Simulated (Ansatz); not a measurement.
## Abstraction of Cl: C2H5ClSi + CHBr2 → C2H5Si + CHBr2Cl

Species: C2H5ClSi `C=C[SiH2]Cl`, singlet; CHBr2 `Br[CH]Br`, doublet; C2H5Si `C=C[SiH2]`, doublet; CHBr2Cl (chlorodibromomethane) `ClC(Br)Br`, singlet. A radical takes Cl: the energy is the difference in strength between the Si–Cl bond broken and the C–Cl bond made.

Shapes, held fixed at every level: PBE0-D4/def2-TZVP. Flexible molecules stand in one conformer, not always the lowest. Programs: Ansatz 0.2.0. The zero-point and thermal change to 298 K, harmonic and unscaled (PBE0-D4/def2-TZVP), is -0.2 kJ/mol.

```json
{"level": "SPW92/def2-TZVPP", "kind": "LDA", "ΔH(298 K) (kJ/mol)": "+121.7"}
{"level": "PBE-D4/def2-TZVPP", "kind": "GGA", "ΔH(298 K) (kJ/mol)": "+129.7"}
{"level": "r2SCAN-D4/def2-TZVPP", "kind": "meta-GGA", "ΔH(298 K) (kJ/mol)": "+147.4"}
{"level": "BHLYP-D4/def2-TZVPP", "kind": "global hybrid", "ΔH(298 K) (kJ/mol)": "+161.5"}
{"level": "r2SCAN0-D4/def2-TZVPP", "kind": "global hybrid", "ΔH(298 K) (kJ/mol)": "+155.0"}
{"level": "wB97M-V/def2-TZVPP", "kind": "range-separated hybrid", "ΔH(298 K) (kJ/mol)": "+151.1"}
{"level": "wB97X-V/def2-TZVPP", "kind": "range-separated hybrid", "ΔH(298 K) (kJ/mol)": "+153.9"}
{"level": "B2PLYP/def2-TZVPP", "kind": "double hybrid", "ΔH(298 K) (kJ/mol)": "+151.1"}
```

B2PLYP/def2-TZVPP gives ΔH(298 K) = +151.1 kJ/mol; the levels span +121.7 to +161.5. The median of the levels is +151.1. No measured value is set beside it here. Spin contamination: C2H5Si (⟨S²⟩ up to 0.90). Open shells run unrestricted. Relativity is left out for Br. Outer-core shells of Br are correlated, in sets that cover them unevenly.
